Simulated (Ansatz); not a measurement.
Calculated with Ansatz (gas phase, PBE0-D4/def2-TZVP geometries, no zero-point term in ΔE). CBS: MP2 limit from def2 TZ/QZ plus the TZ coupled-cluster correction, frozen cores. This one scheme is used for every species. For Ge, Se outer-core shells are correlated without core-valence functions, which leaves a few kJ/mol of doubt a bond. Scalar relativity is left out up to krypton. One conformer a species, not always the lowest.

Reaction (formal exchange of groups at the Se–C bond): `C=C[Se]CC` + GeH₄ → `C=C[Se][GeH3]` + `CC`

`C=C[Se]CC`:

Cartesian coordinates in Å:
```
C 0.639 -1.877 -0.047
C 1.415 -1.034 -0.715
Se 1.040 0.722 -1.289
C -0.736 0.962 -0.528
C -0.733 1.239 0.961
H 1.002 -2.868 0.199
H -0.366 -1.632 0.275
H 2.417 -1.328 -1.013
H -1.320 0.077 -0.787
H -1.155 1.799 -1.090
H -0.195 2.163 1.184
H -1.757 1.343 1.332
H -0.252 0.433 1.517
```

GeH₄:

Cartesian coordinates in Å:
```
Ge 0.000 0.000 0.000
H 1.060 -0.074 -1.106
H -1.199 0.818 -0.496
H 0.601 0.674 1.240
H -0.462 -1.418 0.361
```

`C=C[Se][GeH3]`:

Cartesian coordinates in Å:
```
C -0.797 -1.522 1.517
C -0.648 -0.837 0.394
Se -0.935 1.043 0.281
Ge 0.859 1.497 -1.172
H -0.701 -2.602 1.518
H -1.025 -1.040 2.462
H -0.419 -1.331 -0.545
H 0.803 0.498 -2.340
H 0.660 2.933 -1.671
H 2.204 1.361 -0.442
```

`CC`:

```xyz
8

C    -0.334    0.608    0.308
C     0.334   -0.608   -0.308
H     0.045    1.535   -0.129
H    -1.415    0.591    0.155
H    -0.156    0.657    1.385
H    -0.045   -1.535    0.129
H     1.415   -0.591   -0.155
H     0.156   -0.658   -1.385
```

```csv
species,CCSD(T)/def2-TZVPP energy (Eh)
`C=C[Se]CC`,-2557.04333
GeH₄,-2077.98646
`C=C[Se][GeH3]`,-4555.38690
`CC`,-79.67544
```

Problem. Work out ΔE.

Solution. ΔE = (-4555.38690) + (-79.67544) − (-2557.04333) − (-2077.98646) = -0.03255 Eh = -0.89 eV. CCSD(T)/CBS gives -0.91 eV.

Largest T1 diagnostic among the species: 0.012.

The D4 term adds +0.05 eV with B3LYP and +0.03 eV with PBE0; it sums over pairs of atoms, weighted by their polarisabilities, and B3LYP, whose exchange is more repulsive, gets the larger term. In def2-TZVPP, CCSD(T) changes the Hartree–Fock value by +0.20 eV (the triples alone add +0.03 eV) and MP2 by +0.19 eV.

B3LYP here is the variant with VWN-RPA as its local correlation; programs differ in this.
